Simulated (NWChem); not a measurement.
# BH2SeOF; SMILES OB(F)[SeH]

```xyz
6

B      0.0370    -0.9526     0.0000
F     -1.1037    -1.6499     0.0000
O      1.2375    -1.5773     0.0000
H      1.1373    -2.5434     0.0000
Se    -0.0950     1.0099     0.0000
H      1.3716     1.2074     0.0000
```
Atoms are numbered in this order, from 1.

Level: B3LYP/6-31G* (spherical d) (NWChem), optimised geometry, unscaled harmonic frequencies. This build's default masses of Se (78.918 u) and Br (79.917 u) are each other's, which moves their modes by up to 0.6 %.

Question: List the harmonic frequencies with IR intensities, and the thermochemistry.

Answer: 
```
frequency (cm⁻¹)  IR intensity (km/mol)
----------------  ---------------------
251                                 0.3
301                                14.5
325                                 8.1
474                                36.8
583                                68.0
597                               118.9
743                                12.4
1002                              152.5
1253                              333.3
1431                              282.8
2420                               22.8
3740                               60.4
```

```
Item                                                                                Value
-----------------------------------------------------------------------  ----------------
zero-point energy                                                           18.7 kcal/mol
thermal correction to the enthalpy at 298.15 K (with zero-point energy)     22.4 kcal/mol
heat capacity Cv                                                         15.8 cal/(mol K)
entropy at 298.15 K and 1 atm (symmetry number 1)                        73.0 cal/(mol K)
dipole moment                                                                      1.99 D
```

Rigid rotor and harmonic oscillator.
